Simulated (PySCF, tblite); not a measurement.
Isomers of [C8H16P]+ (charge +1). Computed with GFN2-xTB (tblite): harmonic, unscaled wavenumbers at the GFN2-xTB geometry, gas phase. The method is semi-empirical: single wavenumbers can be off by several per cent or more. Modes of hydrogen on phosphorus can be 10 to 20 % off. One conformer each.

Electronic energies: PBE0/pcSseg-1 single points on the GFN2-xTB geometries (PySCF, gas phase).

```
                       SMILES  electronic energy, lowest = 0 (kcal/mol)
       C/C=C\[P@@H+](C)C1CCC1                                      23.2
C1C[C@H]2CCC[C@@H](C1)[PH2+]2                                       0.0
        C=C(C)[P+](C)(C)C1CC1                                      13.6
        C[P@@H+](C1CCC1)C1CC1                                      27.1
        C=C(C)[PH+](CC)C(=C)C                                      24.3
 C=C[P@H+]1[C@H](CC)[C@@H]1CC                                      41.3
       C=C(C)[P+](C)(C)/C=C\C                                      10.8
          CC(C)[PH2+]C1=CCCC1                                      12.7
```

Question: How do GFN2-xTB zero-point energies change the relative energies?

Answer: 
| SMILES | ZPE (kcal/mol) | of it from modes above 1550 cm⁻¹ | electronic (kcal/mol) | with ZPE, lowest = 0 (kcal/mol) | lowest mode (cm⁻¹) | rings |
| --- | --- | --- | --- | --- | --- | --- |
| C1C[C@H]2CCC[C@@H](C1)[PH2+]2 | 139.4 | 66.5 | 0.0 | 0.0 | 177 | 2 |
| C=C(C)[P+](C)(C)/C=C\C | 133.3 | 74.0 | 10.8 | 4.8 | 41 | 0 |
| CC(C)[PH2+]C1=CCCC1 | 135.5 | 69.5 | 12.7 | 8.8 | 36 | 1 |
| C=C(C)[P+](C)(C)C1CC1 | 134.4 | 72.1 | 13.6 | 8.6 | 36 | 1 |
| C/C=C\[P@@H+](C)C1CCC1 | 135.0 | 70.4 | 23.2 | 18.9 | 24 | 1 |
| C=C(C)[PH+](CC)C(=C)C | 133.3 | 73.4 | 24.3 | 18.2 | 31 | 0 |
| C[P@@H+](C1CCC1)C1CC1 | 136.0 | 68.4 | 27.1 | 23.7 | 47 | 2 |
| C=C[P@H+]1[C@H](CC)[C@@H]1CC | 134.7 | 70.7 | 41.3 | 36.6 | 43 | 1 |

The zero-point energies span 6.1 kcal/mol, from `C=C(C)[PH+](CC)C(=C)C` to `C1C[C@H]2CCC[C@@H](C1)[PH2+]2`. The lowest isomer stays, but the order above it changes.

Question: And how do the electronic energies of GFN2-xTB itself compare?

Answer: `C1C[C@H]2CCC[C@@H](C1)[PH2+]2` 0.0; `C=C(C)[P+](C)(C)/C=C\C` 33.3; `CC(C)[PH2+]C1=CCCC1` 20.2; `C=C(C)[P+](C)(C)C1CC1` 32.4; `C/C=C\[P@@H+](C)C1CCC1` 30.6; `C=C(C)[PH+](CC)C(=C)C` 42.7; `C[P@@H+](C1CCC1)C1CC1` 29.2; `C=C[P@H+]1[C@H](CC)[C@@H]1CC` 57.5 kcal/mol, lowest = 0. Against the energies above, taken from the same isomer `C1C[C@H]2CCC[C@@H](C1)[PH2+]2`, the largest difference is 22.5 kcal/mol.

Question: What do entropy and thermal enthalpy add at 298.15 K and 1 bar (rigid rotor, harmonic oscillator, one conformer each)?

Answer: 
```
                       SMILES  point group  symmetry number  S (cal/(mol K))  H − H(0) (kcal/mol)  ZPE + H − H(0) − TS (kcal/mol)
C1C[C@H]2CCC[C@@H](C1)[PH2+]2           Cs                1             87.8                 5.91                           119.1
       C=C(C)[P+](C)(C)/C=C\C           C1                1            112.1                 8.98                           108.9
          CC(C)[PH2+]C1=CCCC1           C1                1            106.3                 7.82                           111.6
        C=C(C)[P+](C)(C)C1CC1           C1                1            109.6                 8.55                           110.3
        C=C(C)[PH+](CC)C(=C)C           C1                1            115.7                 9.01                           107.8
        C[P@@H+](C1CCC1)C1CC1           C1                1            105.0                 7.63                           112.4
 C=C[P@H+]1[C@H](CC)[C@@H]1CC           C1                1            110.4                 8.42                           110.2
```

Not tabulated: `C/C=C\[P@@H+](C)C1CCC1` (lowest mode only 24 cm⁻¹).
